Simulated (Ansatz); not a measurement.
Gas-phase electronic energies from Ansatz, PBE0-D4/def2-TZVP geometries. CCSD(T)/CBS is the MP2 limit (def2-TZVPP, def2-QZVPP) plus CCSD(T) − MP2 in def2-TZVPP, frozen cores. DFT in def2-TZVPP. B3LYP here is the variant with VWN-RPA as its local correlation; programs differ in this. For Se, Zn outer-core shells are correlated without core-valence functions, which leaves a few kJ/mol of doubt a bond. Scalar relativity is left out up to krypton. Each species was taken in one conformer, which may not be the lowest.

Consider the formal exchange of groups at a B–C bond: `BC(C)[SeH]` + `C[CH2][ZnH]` → `BC[CH2][ZnH]` + `CC[SeH]`.

Question: Is it downhill or uphill in electronic energy at CCSD(T)/CBS, and by how much? (An estimate is asked.)

Answer: Computed: Nearly level: ΔE = -0.2 kcal/mol.

Question: What do these levels give: PBE-D4, PBE0-D4, B3LYP-D4, MP2/def2-TZVPP, CCSD/def2-TZVPP, HF/CBS(def2)? (An estimate is asked.)

Answer: Ansatz gave: PBE-D4 -0.7, PBE0-D4 -0.7, B3LYP-D4 -0.4, MP2/def2-TZVPP 0.0, CCSD/def2-TZVPP -0.4, HF/CBS(def2) -0.6 kcal/mol.

Largest T1 diagnostic among the species: 0.014.
